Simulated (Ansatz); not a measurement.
# Worked example: the enthalpy of formation of ICl (iodine monochloride)

ICl has 2 atoms, charge 0, and is taken as a singlet. As SMILES, `ClI`. Geometry: relaxed at PBE0-D4/def2-TZVP.

| atom | x (Å) | y (Å) | z (Å) |
| --- | --- | --- | --- |
| Cl | 0.0000 | 0.0000 | -0.0026 |
| I | 0.0000 | 0.0000 | 2.3091 |

Total energies at CAM-B3LYP/def2-TZVP (core potential) (Ansatz 0.2.0); the atoms run unrestricted:

```tsv
species	state	energy (Eh)
ICl	singlet	-757.933885
Cl	doublet	-460.166135
I	doublet	-297.687300
```

Harmonic wavenumbers at PBE0-D4/def2-TZVP, in cm⁻¹: 399.

Measured heats of formation of the gaseous atoms at 298.15 K, in kJ/mol: Cl 121.3, I 106.8. Spin-orbit lowering of the atoms at 298 K (mean of the ground term's levels less their thermal mean, from spectra), in kJ/mol: Cl 3.44, I 30.32. Take 1 Eh = 2625.50 kJ/mol, 1 cm⁻¹ = 0.0119627 kJ/mol, RT = 2.479 kJ/mol.

Task: What heat of formation follows?

Result: 
1. Electronic atomisation energy: (-460.166135) + (-297.687300) − (-757.933885) = 0.080450 Eh = 211.2 kJ/mol.
2. Zero-point energy: half the sum of the wavenumbers, 199.5 cm⁻¹ = 2.4 kJ/mol.
3. Thermal vibrational enthalpy, Σ hcν̃/(exp(hcν̃/kT) − 1): 0.8 kJ/mol. Translation, rotation and pV of a linear molecule: 3.5 RT = 8.7 kJ/mol.
4. The 2 free atoms carry 5/2 RT each: 12.4 kJ/mol.
5. Spin-orbit coupling lowers the free atoms by 3.44 + 30.32 = 33.8 kJ/mol.
6. Atomisation enthalpy at 298 K: 211.2 − 33.8 − 2.4 − 0.8 − 8.7 + 12.4 = 177.9 kJ/mol.
7. Sum of the atoms' heats of formation: 228.1 kJ/mol. Heat of formation: 228.1 − 177.9 = +50.2 kJ/mol.

The tabulated value is +17.4 kJ/mol (Active Thermochemical Tables), so this level is off by +32.8 kJ/mol, or 15.6 % of the atomisation enthalpy that the table implies (210.7 kJ/mol). The molecule's own second-order spin-orbit lowering, which matters beside iodine, is left out. Anharmonicity and any spin-orbit splitting of the molecule are left out.
